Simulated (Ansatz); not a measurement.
Gas-phase electronic energies from Ansatz, PBE0-D4/def2-TZVP geometries. CBS: MP2 limit from def2 TZ/QZ plus the TZ coupled-cluster correction, frozen cores. Functionals use def2-TZVPP. B3LYP here is the variant with VWN-RPA as its local correlation; programs differ in this. For Ga, Se outer-core shells are correlated without core-valence functions, which leaves a few kJ/mol of doubt a bond. Scalar relativity is left out up to krypton. Each species was taken in one conformer, which may not be the lowest.

`C[Se]BCF` + `[CH3][GaH][F]` → `FBCF` + `[CH3][GaH][Se]C`  (redistribution)

(1) Is it downhill or uphill in electronic energy at CCSD(T)/CBS, and by how much? (Estimate.)

(2) What do these levels give: PBE-D4, B3LYP-D4, ωB97M-V, PBE0, B3LYP, MP2/def2-TZVPP, SCS-MP2/def2-TZVPP, CCSD(T)/def2-TZVPP, HF/def2-QZVPP, MP2/def2-QZVPP, HF/CBS(def2), MP2/CBS(def2)? (An estimate is asked.)

Largest T1 diagnostic among the species: 0.013.

Answers

(1) Ansatz gave: Downhill: ΔE = -61.7 kJ/mol.

(2) Ansatz gave: PBE-D4 -57.3, B3LYP-D4 -65.2, ωB97M-V -63.1, PBE0 -61.2, B3LYP -61.7, MP2/def2-TZVPP -59.1, SCS-MP2/def2-TZVPP -59.2, CCSD(T)/def2-TZVPP -60.6, HF/def2-QZVPP -73.9, MP2/def2-QZVPP -59.1, HF/CBS(def2) -73.7, MP2/CBS(def2) -60.2 kJ/mol.

In def2-TZVPP, CCSD(T) changes the Hartree–Fock value by +15.0 kJ/mol (the triples alone add +2.3 kJ/mol) and MP2 by +16.5 kJ/mol. The D4 term adds −3.5 kJ/mol with B3LYP and −2.1 kJ/mol with PBE0; it sums over pairs of atoms, weighted by their polarisabilities, and B3LYP, whose exchange is more repulsive, gets the larger term. From PBE to PBE0 (25 % exact exchange), in def2-TZVPP and without D4, ΔE moves by −6.0 kJ/mol.
